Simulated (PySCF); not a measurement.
Species: C$_{3}$H$_{9}$Ga, charge 0, multiplicity 1. 
Coordinates optimised at B3LYP-D3(BJ)/def2-TZVP (Ansatz):
SMILES: [CH3][Ga]([CH3])[CH3]
```xyz
13

C      1.9313    -0.4514    -0.1479
Ga     0.0000    -0.0001     0.0001
C     -0.5550     1.8431     0.5000
C     -1.3764    -1.3916    -0.3524
H      2.4129     0.1962    -0.8852
H      2.1001    -1.4891    -0.4355
H      2.4325    -0.2700     0.8066
H     -1.1635     1.8187     1.4078
H      0.2931     2.5065     0.6695
H     -1.1798     2.2730    -0.2873
H     -1.2349    -2.2392     0.3232
H     -2.3932    -1.0182    -0.2314
H     -1.2673    -1.7773    -1.3695
```
Charge 0, spin multiplicity 1.

Dispersion corrections to the total energy (kcal/mol) from the dftd3 and dftd4 libraries through PySCF: D3(BJ) without and D4 with the three-body term, each with the damping fitted for the functional named.

```
functional  D3(BJ)      D4
----------  ------  ------
PBE0           [?]   -4.35
B3LYP        -8.66   -8.20
CAM-B3LYP    -4.09   -4.45
revPBE      -11.87     [?]
PBE          -4.87   -5.12
r2SCAN       -1.45   -1.31
BLYP           [?]  -11.03
```

**Question.** Fill in the missing entries.

**Answer.** 
- PBE0, D3(BJ): -4.33
- revPBE, D4: -15.01
- BLYP, D3(BJ): -10.48
